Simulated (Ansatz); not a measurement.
Program: Ansatz. Geometries: PBE0-D4/def2-TZVP. ΔE: electronic, gas phase. CBS: MP2 limit from def2 TZ/QZ plus the TZ coupled-cluster correction, frozen cores. This one scheme is used for every species. DFT in def2-TZVPP. For Br outer-core shells are correlated without core-valence functions, which leaves a few kJ/mol of doubt a bond. Scalar relativity is left out up to krypton.

Consider the ligand exchange at the Si–C bond: `C[Si]Br` + H–F → `F[Si]Br` + CH₄.

| species | PBE0 energy (Eh) |
| --- | --- |
| `C[Si]Br` | -2903.12131 |
| H–F | -100.39405 |
| `F[Si]Br` | -2963.10783 |
| CH₄ | -40.47541 |

Problem. Work out ΔE.

Solution. ΔE = (-2963.10783) + (-40.47541) − (-2903.12131) − (-100.39405) = -0.06788 Eh = -1.85 eV. CCSD(T)/CBS gives -1.84 eV.

Largest T1 diagnostic among the species: 0.012.

In def2-TZVPP, CCSD(T) changes the Hartree–Fock value by +0.17 eV (the triples alone add +0.01 eV) and MP2 by +0.16 eV. From BLYP to BHLYP (50 % exact exchange), in def2-TZVPP and without D4, ΔE moves by +0.05 eV. Leaving LDA and LC-ωPBE aside and taking each functional with its dispersion term where it has one, the values, not all of them listed here, spread over 0.20 eV, from CAM-B3LYP-D4 to revPBE-D4. LDA lies +0.05 eV from PBE without D4.
